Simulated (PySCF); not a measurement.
Two-component Hartree-Fock for Ce³¹⁺ (cerium, charge +31)

Start: [Ar] 3d9; 3d3/2 filled at m_j = -3/2, -1/2, +1/2, +3/2; 3d5/2 filled at m_j = -3/2, -1/2, +1/2, +3/2, +5/2. Calculated with PySCF 2.14 in an uncontracted even-tempered set (16 s from 5.2 bohr⁻², ratio 2.8; 12 p from 6.8 bohr⁻², ratio 2.8; 8 d from 6.8 bohr⁻², ratio 2.8; 3 f from 28 bohr⁻², ratio 3): generalised Hartree-Fock with the X2C-1e Hamiltonian and a Gaussian nucleus; one run each with spin-orbit coupling (SO) switched off, then screened by Boettger's factors.

| spinor shell | electrons | ε, spin-free (eV) | ε, screened SO (eV) | weight of nominal j (screened SO) | rms radius, screened SO (bohr) |
| --- | --- | --- | --- | --- | --- |
| 1s1/2 | 2 | -41845.4 | -41839.7 | 1.000 | 0.0280 |
| 2s1/2 | 2 | -7782.2 | -7780.4 | 1.000 | 0.114 |
| 2p1/2 | 2 | -7090.5 | -7406.2 | 1.000 | 0.0976 |
| 2p3/2 | 4 | -7090.5 | -6950.9 | 1.000 | 0.103 |
| 3s1/2 | 2 | -2541.7 | -2541.2 | 1.000 | 0.290 |
| 3p1/2 | 2 | -2315.6 | -2385.0 | 0.999 | 0.281 |
| 3p3/2 | 4 | -2315.6 | -2284.5 | 0.999 | 0.292 |
| 3d3/2 | 4 | -2011.8 | -2024.7 | 0.987 | 0.261 |
| 3d5/2 | 5 | -2011.8 | -2002.6 | 0.989 | 0.264 |

```
   quantity    spin-free  screened SO
E (hartree)  -8309.66471  -8313.70686
        M_J          5/2          5/2
       ⟨J²⟩        8.750        8.750
       ⟨L²⟩        6.000        6.021
       ⟨S²⟩        0.750        0.771
```

Each row is a mean over spinors that exchange with the open shell spreads, by up to 20.405 eV (3p3/2).

Breit and QED terms are absent; they matter most for the inner s and p1/2 levels.

Densities and radii are taken from the X2C orbitals without a picture-change correction, which distorts them close to the nucleus.

Without spin-orbit coupling the j labels of p, d and f shells carry no meaning; the spin-free column gives the mean over the occupied spinors of each nl shell.
